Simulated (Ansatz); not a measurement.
C$_{2}$H$_{6}$AlNO (`C[O][Al]1[CH2][NH]1`), relaxed with RKS PBE0-D4/def2-TZVP in Ansatz 0.2.0 from a PBE-D4/def2-SVP geometry. The force threshold is 0.005 eV/Å; the program also tests the step.

Total charge 0; spin multiplicity 1.

Start:

```xyz
11

C     0.111   -0.351    2.489
O     0.273   -0.774    1.161
Al    0.094   -0.245   -0.439
C     0.064   -0.170   -2.366
N    -0.345    1.039   -1.530
H     1.092   -0.326    3.014
H    -0.342    0.663    2.577
H    -0.544   -1.060    3.044
H    -0.742   -0.632   -2.981
H     0.982   -0.047   -2.984
H    -0.644    1.902   -1.986
```

By how much does the energy fall, and how many steps does the optimiser take? (Estimate.)

The calculation gave: 0.07 eV, in 9 steps.

Which bonds change most? (Estimate.)

Ansatz gave: O2–Al3 from 1.695 to 1.663 Å; Al3–C4 from 1.929 to 1.900 Å; Al3–N5 from 1.742 to 1.716 Å; C4–H9 from 1.114 to 1.093 Å.

Give the relaxed structure. (Best estimate.)

The calculation gave: 
```xyz
11

C     0.113   -0.349    2.470
O     0.254   -0.740    1.137
Al    0.075   -0.211   -0.430
C     0.073   -0.181   -2.330
N    -0.359    1.039   -1.523
H     1.087   -0.360    2.968
H    -0.309    0.657    2.566
H    -0.545   -1.048    2.995
H    -0.714   -0.639   -2.934
H     0.979   -0.044   -2.926
H    -0.652    1.876   -1.993
```
